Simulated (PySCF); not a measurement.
# AsH₃ + O₂ → HAsO + H₂O

Level: PBE0 in the def2-TZVP basis family, all electrons, no relativity, computed in PySCF with density fitting; open shells unrestricted.

```
species                                     state and structure       E (Eh)  ZPE (kJ/mol)  H(298 K) − H(0) (kJ/mol)  S° (J/(mol K))
   AsH₃      singlet, C3v, As–H 1.522 Å (×3); H–As–H 92.0° (×3)  -2237.38492          57.6                      10.2           222.9
     O₂                               triplet, D∞h, O–O 1.193 Å   -150.23561          10.3                       8.7           204.9
   HAsO  singlet, Cs, As–H 1.570 Å, As–O 1.622 Å; H–As–O 101.6°  -2311.33142          23.0                      10.2           248.2
    H₂O            singlet, C2v, O–H 0.960 Å (×2); H–O–H 105.1°    -76.37736          56.5                       9.9           188.7
```

Task: What is the electronic reaction energy?

Result: At PBE0/def2-TZVP, ΔE = -231.7 kJ/mol from the differences of the total energies times 2625.5, downhill. 

Task: Add zero-point, thermal and entropy terms for 298.15 K and 1 bar.

Result: ΔZPE = 11.6 and Δ[H(298) − H(0)] = 1.2 kJ/mol give ΔH° = -218.9 kJ/mol. ΔS° = 9.1 J/(mol K), so ΔG° = -218.9 − 298.15 × (0.0091) = -222 kJ/mol.

Only the bonding shown was studied: isomers, or loss of a ligand pair, can lie lower.
